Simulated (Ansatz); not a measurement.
`[SiH3][O][Ga]([Br])[Br]` and `[NH2][Ga]([Br])[Br]` differ in one atom or group.

Ansatz, PBE0-D4/def2-TZVP geometries, multiplicity 1. Each molecule was computed in one conformer, which needn't be the lowest.

Scalar relativity is left out up to krypton.

```csv
property,`[SiH3][O][Ga]([Br])[Br]`
LUMO energy (B3LYP/def2-TZVPP) / eV,-2.22
HOMO–LUMO gap (PBE/def2-TZVPP) / eV,4.65
LUMO energy (PBE0/def2-TZVPP) / eV,-1.91
HOMO–LUMO gap (ωB97M-V/def2-TZVPP) / eV,10.97
HOMO–LUMO gap (PBE0/def2-TZVPP) / eV,6.88
LUMO energy (PBE/def2-TZVPP) / eV,-2.82
```

Problem. What does the change do to each property? (An estimate is asked.)

Solution. Computed: 
```csv
property,`[NH2][Ga]([Br])[Br]`,shift
LUMO energy (B3LYP/def2-TZVPP) / eV,-1.59,0.63
HOMO–LUMO gap (PBE/def2-TZVPP) / eV,4.41,-0.24
LUMO energy (PBE0/def2-TZVPP) / eV,-1.26,0.65
HOMO–LUMO gap (ωB97M-V/def2-TZVPP) / eV,10.93,-0.04
HOMO–LUMO gap (PBE0/def2-TZVPP) / eV,6.71,-0.17
LUMO energy (PBE/def2-TZVPP) / eV,-2.17,0.65
```

With PBE0 the HOMO rises by 0.81 eV and the LUMO rises by 0.65 eV, so the gap narrows by about 0.16 eV. PBE moves the HOMO by 0.89 eV and ωB97M-V by 0.68 eV.

B3LYP here is the variant with VWN-RPA as its local correlation; programs differ in this.

Spin–orbit coupling is left out; it splits and shifts lone-pair levels of the heavy atoms by tenths of an eV.
